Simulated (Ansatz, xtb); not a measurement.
# ClGaH3N3: which of two conformers lies lower

Structure X: `[H]/N=[N]/[Ga]([NH2])[Cl]`, a singlet. Structure Y: `[H]/N=[N]/[Ga]([NH2])[Cl]`, a singlet. Both are isolated molecules in the gas phase, relaxed with PBE0-D3(BJ)/def2-SVP.

X (Å):

```xyz
8

Cl    0.2440   -1.2866    0.9813
Ga    0.5810    0.2918   -0.4358
N    -0.3870    1.7957   -0.2854
N     1.8606    0.2004   -1.8666
N     2.4978   -0.8536   -1.9219
H    -0.2923    2.5869   -0.9095
H    -1.0851    1.9426    0.4323
H     3.1559   -0.7839   -2.7338
```

Y (Å):

```
atom    x (Å)    y (Å)    z (Å)
  Cl   1.3115  -2.0622  -1.2533
  Ga   0.3281  -0.3413  -0.4359
   N  -1.7453   0.5312   0.8574
   N   1.0885   1.2733  -0.6075
   N  -1.3620  -0.5778   0.4696
   H   0.6606   2.1126  -0.2374
   H   1.9707   1.4406  -1.0732
   H  -2.6613   0.4050   1.3486
```

**Question.** Estimate E(Y) − E(X) at the level CCSD(T)/def2-SVP + ΔMP2/def2-TZVPP.

**Answer.** Too close to call at this level: CCSD(T)/def2-SVP + ΔMP2/def2-TZVPP gives E(Y) − E(X) = −0.017 eV.

Level by level:

```json
{"level": "PBE0-D3(BJ)/def2-SVP", "geometry": "PBE0-D3(BJ)/def2-SVP", "E(Y) − E(X) (eV)": "+0.001", "departure from the last row (eV)": "+0.018", "job, with rough time for the two": "optimisation, 68 s"}
{"level": "HF/def2-SVP", "geometry": "PBE0-D3(BJ)/def2-SVP", "E(Y) − E(X) (eV)": "−0.006", "departure from the last row (eV)": "+0.011", "job, with rough time for the two": "part of the CCSD(T) run"}
{"level": "MP2/def2-SVP", "geometry": "PBE0-D3(BJ)/def2-SVP", "E(Y) − E(X) (eV)": "−0.015", "departure from the last row (eV)": "+0.002", "job, with rough time for the two": "part of the CCSD(T) run"}
{"level": "CCSD(T)/def2-SVP", "geometry": "PBE0-D3(BJ)/def2-SVP", "E(Y) − E(X) (eV)": "−0.011", "departure from the last row (eV)": "+0.006", "job, with rough time for the two": "single point"}
{"level": "CCSD(T)/def2-SVP + ΔMP2/def2-TZVPP", "geometry": "PBE0-D3(BJ)/def2-SVP", "E(Y) − E(X) (eV)": "−0.017", "departure from the last row (eV)": "", "job, with rough time for the two": "single point, 42 s"}
```

The largest departure from CCSD(T)/def2-SVP + ΔMP2/def2-TZVPP is that of PBE0-D3(BJ)/def2-SVP, 0.018 eV. Levels run at GFN2-xTB geometries aren't shown. The last row adds to CCSD(T) the change of the MP2 difference between the two basis sets, here −0.006 eV.

With harmonic frequencies from PBE0-D3(BJ)/def2-SVP (ideal gas, rigid rotor, one conformer each, 298.15 K, 1 atm): on the last row, ΔE + ΔZPE = −0.016 eV. A mode under 50 cm⁻¹ makes harmonic enthalpies and free energies unreliable, so none is given.

The correlated steps freeze 17 core orbitals; the filled d shell of Ga is correlated, in a basis made for valence electrons. Programs: Ansatz 0.2.0; the last row on 2 threads of Arm Neoverse V1 on a shared host.
